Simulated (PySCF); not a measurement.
# Working with the constants of SbN⁺

ROHF-CCSD constants of SbN⁺, ²Π (doublet), unpaired electrons π ↑ (PySCF, scalar-relativistic core potentials, basis sets Sb def2-SVP with ECP28, N def2-SVP; masses 120.9038 and 14.0031 u):

```
ωe              : 704.1 cm⁻¹
ωexe            : 5.71 cm⁻¹
Be              : 0.35513 cm⁻¹
αe              : 0.00300 cm⁻¹
D (centrifugal) : 3.61e-07 cm⁻¹
De to Sb⁺ + N   : 1.22 eV
```

Q: Give the vibrational terms G(v) and spacings up to v = 6.

A: G(v) = ωe(v+½) − ωexe(v+½)².

```tsv
v	G(v) (cm⁻¹)	G(v) − G(v−1)	Bv (cm⁻¹)
0	351		0.3536
1	1043	693	0.3506
2	1725	681	0.3476
3	2394	670	0.3446
4	3053	658	0.3416
5	3700	647	0.3386
6	4335	636	0.3356
```

Correlated steps freeze 5 core orbitals. Correlated levels converge slowly with the basis: in double zeta they bind strong bonds too weakly, by up to about 1 eV, and carry superposition errors of some tenths. Spin–orbit coupling is left out, which matters for elements this heavy, above all for dissociation energies. For an ion De counts to the pair picked by the measured ionisation energies or electron affinities, which need not be the lowest pair at this level. The state was picked by a PBE0 search and need not be the measured ground state.
